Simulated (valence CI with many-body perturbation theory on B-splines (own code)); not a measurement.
Values are calculated unless marked as measured or tabulated.
**Basis-set convergence for W33+**

Method: configuration interaction combined with many-body perturbation theory (CI+MBPT): five valence electrons over a frozen Dirac-Fock core [Kr], a basis of 7 s, 7 p, 8 d, 6 f, 4 g, 1 h functions for each j, with the one-electron correlation potential Σ1 (screened to all orders), the two-electron term Σ2, the three-electron term Σ3, Breit, model QED; selected single and double excitations, second order for the rest, scaled by the run's own slope (own B-spline code, finite nucleus).

The last digits are not significant, and no measured levels were compared; by estimate large intervals hold to a few tenths of a per cent, small ones and those within an open d or f shell to about a per cent. Among the levels kept, up to 400 cm⁻¹ of a level comes from second order outside the variational space, and about a tenth of that is noise between levels of different J, which matters for small intervals. Only levels of the ground parity were solved; by the run's estimate the other parity begins above the list, which can be wrong where configurations are misplaced.

The reference run has the lowest level (4d3/2^4 4d5/2) J=5/2 and an ionisation energy of 1383.94 eV. Its largest variational space holds 19997 state functions.

Levels are named by their leading jj configuration (3d3/2^4 stands for four electrons in 3d with j = 3/2), which in mixed levels can hold well under half, so a name can repeat and another be missing. Letters in brackets count levels of one name in rising energy.

Changed runs:
A. basis 6 s, 6 p, 5 d, 5 f, 1 g
B. basis 5 s, 5 p, 4 d, 4 f

Excitation energies of the reference run in cm⁻¹, and shifts in cm⁻¹:

```csv
Level,Reference,A,B
(4d3/2^3 4d5/2^2) J=5/2 [a],102602,-218,-463
(4d3/2^3 4d5/2^2) J=7/2 [a],139900,-53,+379
(4d3/2^3 4d5/2^2) J=3/2 [a],143875,-31,+351
(4d3/2^3 4d5/2^2) J=11/2,147612,+22,+367
(4d3/2^3 4d5/2^2) J=9/2,159697,-17,+665
(4d3/2^3 4d5/2^2) J=5/2 [b],167695,-16,+846
(4d3/2^3 4d5/2^2) J=1/2,174677,+3.1,+798
(4d3/2^3 4d5/2^2) J=7/2 [b],183151,+81,+1169
(4d3/2^3 4d5/2^2) J=3/2 [b],226387,+171,+1338
(4d3/2^2 4d5/2^3) J=5/2 [a],241863,-157,-110
(4d3/2^2 4d5/2^3) J=7/2 [a],264929,-169,+273
(4d3/2^2 4d5/2^3) J=11/2,270166,-79,+216
Ionisation energy (eV),1383.94,-0.08,-0.19
```
